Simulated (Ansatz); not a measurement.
Reactions of `F[SiH2][O][GeH3]`.

Gas-phase electronic energies from Ansatz, PBE0-D4/def2-TZVP geometries. CBS: MP2 limit from def2 TZ/QZ plus the TZ coupled-cluster correction, frozen cores. This one scheme is used for every species. Double bonds are as drawn, so ΔE can hold a change between cis and trans. DFT in def2-TZVPP. For Ge outer-core shells are correlated without core-valence functions, which leaves a few kJ/mol of doubt a bond. Scalar relativity is left out up to krypton. One conformer a species, not always the lowest.

```tsv
reaction	r2SCAN-D4 (eV)	PBE-D4 (eV)
`F[SiH2][O][GeH3]` + `CO[SiH2]S` → `CO[SiH2]S[SiH2]F` + `[OH][GeH3]`	0.55	0.43
`F[SiH2][O][GeH3]` + `C=CF` → `F/C=[CH]/[GeH3]` + `O[SiH2]F`	0.45	0.38
`F[SiH2][O][GeH3]` + `C[NH][GeH3]` → `C[N]([GeH3])[SiH2]F` + `[OH][GeH3]`	0.49	0.40
`F[SiH2][O][GeH3]` + `C#C[SiH2]F` → `F[SiH2]C#[C][GeH3]` + `O[SiH2]F`	0.19	0.13
`F[SiH2][O][GeH3]` + `OPO` → `O[P](O)[GeH3]` + `O[SiH2]F`	0.27	0.13
`F[SiH2][O][GeH3]` + `COC=N` → `COC(=N)[SiH2]F` + `[OH][GeH3]`	1.39	1.24
`F[SiH2][O][GeH3]` + `O[SiH2][SiH3]` → `F[SiH2]O[SiH2][SiH3]` + `[OH][GeH3]`	0.00	-0.01
`F[SiH2][O][GeH3]` + `BN` → `B[NH][GeH3]` + `O[SiH2]F`	0.43	0.38
`F[SiH2][O][GeH3]` + `N=CF` → `F/C=N/[SiH2]F` + `[OH][GeH3]`	0.62	0.55
`F[SiH2][O][GeH3]` + `C=C/C=C\O` → `O[SiH2][O][GeH3]` + `C=C/C=C\F`	0.60	0.59
```

Task: Give the CCSD(T)/CBS values in the same order. (Estimate.)

Result: The calculation gave: 0.61, 0.44, 0.47, 0.19, 0.35, 1.43, 0.00, 0.39, 0.68, 0.60 eV.

Largest T1 diagnostic: 0.014, for `COC(=N)[SiH2]F`.
